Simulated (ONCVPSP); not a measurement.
## S ONCV: all-electron and pseudo phase curves

* Element: S (Z = 16)
* Generator: ONCVPSP 4.0.1
* Type: optimised norm-conserving Vanderbilt (ONCV)
* Functional: LDA (Perdew-Zunger)
* Relativity: scalar-relativistic
* Frozen core: [Ne]
* Valence charge: 6
* Reference configuration: 3s2 3p4
* Partial waves: 3s: rc 1.30 bohr, ncon 5, nbas 8, qcut 5.1 1/bohr, 2 projectors, debl 2.5 Ha; 3p: rc 1.45 bohr, ncon 5, nbas 8, qcut 5 1/bohr, 1 projector; d scattering state at 0.3 Ha: rc 1.35 bohr, ncon 4, nbas 7, qcut 6.2 1/bohr, 2 projectors, debl 0.5 Ha
* Local potential: polynomial inside 1.00 bohr (lpopt 5, dvloc0 -1 Ha)
* Core correction: Teter function, fcfact 3.25, rcfact 1.7

The phase is arctan(r·R′/R) of the radial function R(r), unwrapped; energies in Ha, scanned from -2 to 5 Ha. A pole is an energy at which the radial function vanishes at the test radius. The pseudo phase is shifted by a multiple of π to meet the all-electron one at the reference energy, and phase errors are pseudo minus all-electron; the curves can meet again beyond the range given. Levels narrower than the energy grid can be missing from the lists of poles.

| channel | radius (bohr) | reference energy (Ha) | poles, all-electron | poles, pseudo | unbroken range about the reference energy with phases within 0.05 rad | phase error 1 Ha above the reference energy (rad) |
| --- | --- | --- | --- | --- | --- | --- |
| s | 1.32 | -0.64 | 4.06 | 3.55, 4.68 | below 3.6 | -0.000 |
| p | 1.47 | -0.26 | 2.91 | 2.32 | below 2.2 | -0.012 |
| d | 1.37 | 0.30 | 3.49 | 3.45 | below 4.8 | -0.000 |

Note: no bound ghost flagged; GHOST(+) flagged for s at 104.1 eV.

Phases in the d channel:

| E (Ha) | all-electron | pseudo |
| --- | --- | --- |
| -1.98 | 1.041 | 1.041 |
| -1.62 | 0.971 | 0.971 |
| -1.26 | 0.875 | 0.875 |
| -0.90 | 0.739 | 0.738 |
| -0.54 | 0.535 | 0.535 |
| -0.18 | 0.234 | 0.234 |
| 0.18 | -0.164 | -0.164 |
| 0.54 | -0.565 | -0.565 |
| 0.90 | -0.873 | -0.873 |
| 1.26 | -1.083 | -1.083 |
| 1.62 | -1.226 | -1.226 |
| 1.98 | -1.328 | -1.329 |
| 2.34 | -1.405 | -1.406 |
| 2.70 | -1.466 | -1.468 |
| 3.06 | -1.518 | -1.520 |
| 3.42 | -1.563 | -1.567 |
| 3.78 | -1.605 | -1.613 |
| 4.14 | -1.647 | -1.662 |
| 4.50 | -1.690 | -1.718 |
| 4.86 | -1.737 | -1.793 |
